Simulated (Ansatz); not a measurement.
Mulliken charges of `C#C[SiH2][GaH2]` from B3LYP/def2-TZVPP in Ansatz (PBE0-D4/def2-TZVP geometry).

```tsv
atom	x (Å)	y (Å)	z (Å)	charge (e)
C1	2.050	-0.901	-1.328	0.011
C2	1.326	-0.170	-0.697	-0.405
Si3	0.172	0.873	0.258	0.183
Ga4	-1.875	-0.305	0.772	0.171
H5	2.696	-1.541	-1.884	0.244
H6	-0.114	2.101	-0.535	-0.054
H7	0.855	1.300	1.511	-0.054
H8	-2.092	-1.802	0.350	-0.044
H9	-3.018	0.443	1.553	-0.052
```

By hand: the dipole of these point charges (1 e Å = 4.8032 D).

Σ q r = (0.063, -0.337, -0.162) e Å, of length 0.379 e Å = 1.82 D.

How does the dipole of the full density compare? (Best estimate.)

Ansatz gave: (0.001, -0.070, -0.028) e Å, 0.36 D; the point charges give 5.06 times that, at 10° from its direction.

Point charges leave out the atoms' own dipoles, such as those of lone pairs, and Mulliken's split depends on the basis, so the two needn't agree.

B3LYP here is the variant with VWN-RPA as its local correlation; programs differ in this.
